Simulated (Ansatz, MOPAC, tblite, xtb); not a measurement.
Bond stretch in Au(Me)(CNMe), SMILES [C-](#[N+]C)->[Au][CH3]. The C2–H11 bond (C2 also carries Au, H, H; H11 carries nothing else) is varied alone, starting from the PBE0/def2-SVP, def2 effective core potentials past Kr optimised geometry.

- GFN2-xTB, 300 K electronic temperature (tblite)
- GFN1-xTB (xtb)
- PM6, restricted, heats of formation (MOPAC)
- UKS-PBE0 = unrestricted PBE0/def2-SVP, def2 effective core potentials past Kr (Ansatz, an electronic-structure program)

Energies relative to the lowest point of each curve near equilibrium, in kcal/mol; the last columns give the difference from UKS-PBE0:

```
R / Å  GFN2-xTB  GFN1-xTB    PM6  UKS-PBE0  GFN2-xTB − UKS-PBE0  GFN1-xTB − UKS-PBE0  PM6 − UKS-PBE0
-----  --------  --------  -----  --------  -------------------  -------------------  --------------
0.90       19.6      20.1   10.6      23.9                 -4.3                 -3.8           -13.3
0.97        6.4       6.5    3.6       8.8                 -2.4                 -2.3            -5.2
1.04        0.8       0.8    0.4       1.7                 -0.9                 -0.9            -1.3
1.07        0.0       0.0    0.0       0.4                 -0.4                 -0.4            -0.4
1.10        0.0       0.0    0.2       0.0                  0.0                  0.0             0.2
1.14        0.9       0.9    1.2       0.5                  0.4                  0.4             0.7
1.17        2.1       2.1    2.5       1.5                  0.6                  0.6             1.0
1.25        6.9       7.2    8.1       6.3                  0.6                  0.9             1.8
1.32       12.5      13.2   14.9      12.1                  0.3                  1.1             2.8
1.46       25.0      27.4   32.4      26.2                 -1.2                  1.1             6.1
1.60       38.4      42.3   52.5      41.2                 -2.8                  1.1            11.3
1.82       58.4      64.7   84.7      63.7                 -5.3                  1.1            21.0
2.03       75.0      83.3  112.3      82.3                 -7.3                  1.0            30.0
2.34       94.3     104.7  144.5      98.5                 -4.2                  6.2            46.0
2.71      109.8     121.5  170.5     105.9                  3.9                 15.6            64.6
3.17      120.3     133.0  189.4     108.8                 11.5                 24.2            80.6
```

GFN2-xTB is furthest from UKS-PBE0 at 3.17 (11.5 kcal/mol, above); its mean absolute difference over the points is 2.9 kcal/mol.

GFN1-xTB is furthest from UKS-PBE0 at 3.17 (24.2 kcal/mol, above); its mean absolute difference over the points is 3.8 kcal/mol.

PM6 is furthest from UKS-PBE0 at 3.17 (80.6 kcal/mol, above); its mean absolute difference over the points is 17.9 kcal/mol.

The restricted form behind PM6 keeps the bonding electrons paired and can't separate into open-shell fragments. The unrestricted determinant behind UKS-PBE0 is spin-contaminated at 2.03 to 3.17 Å (<S²> up to 1.0, against 0.00 for a pure singlet).
